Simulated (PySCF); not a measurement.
# Dipole response of In (indium, neutral)

[Kr] 4d10 5s1 5p2, high-spin 4P determinant (an excited configuration). Computed with PySCF 2.14 in def2-TZVPPD with the def2 core potential (28 electrons), with a scalar-relativistic core potential. Coupled (time-dependent) response in atomic units; α is the mean over directions.

| method | mean α (bohr³) | α xx, yy, zz | C₆ (like pair) | S(−4) |
| --- | --- | --- | --- | --- |
| UHF | 67.40 | 56.67, 72.77, 72.77 | 733.8 | 1875 |
| PBE | 76.50 | 58.39, 85.56, 85.56 | 840.8 | 2879 |
| PBE0 | 71.83 | 56.41, 79.54, 79.54 | 782.0 | 2380 |
| revPBE | 76.59 | 58.65, 85.56, 85.56 | 843.6 | 2873 |
| MN15 | 68.78 | 54.32, 76.01, 76.01 | 732.9 | 2215 |

S(−4) is the Cauchy moment in α(ω) = α(0) + S(−4) ω² + …

Spin-orbit coupling is absent.

α(iu) at UHF:

```json
{"u (hartree)": "0", "α(iu) (bohr³)": "67.40"}
{"u (hartree)": "0.0500", "α(iu) (bohr³)": "63.09"}
{"u (hartree)": "0.100", "α(iu) (bohr³)": "53.38"}
{"u (hartree)": "0.200", "α(iu) (bohr³)": "34.62"}
{"u (hartree)": "0.300", "α(iu) (bohr³)": "23.06"}
{"u (hartree)": "0.500", "α(iu) (bohr³)": "12.37"}
{"u (hartree)": "0.750", "α(iu) (bohr³)": "7.334"}
{"u (hartree)": "1.00", "α(iu) (bohr³)": "5.095"}
{"u (hartree)": "1.50", "α(iu) (bohr³)": "3.080"}
{"u (hartree)": "2.00", "α(iu) (bohr³)": "2.144"}
{"u (hartree)": "3.00", "α(iu) (bohr³)": "1.245"}
{"u (hartree)": "5.00", "α(iu) (bohr³)": "0.5733"}
```

The components differ because the open shell of this determinant is not spherical; for a pure term their mean is the scalar polarisability.

Energies and moments cover only the electrons outside the core potential.
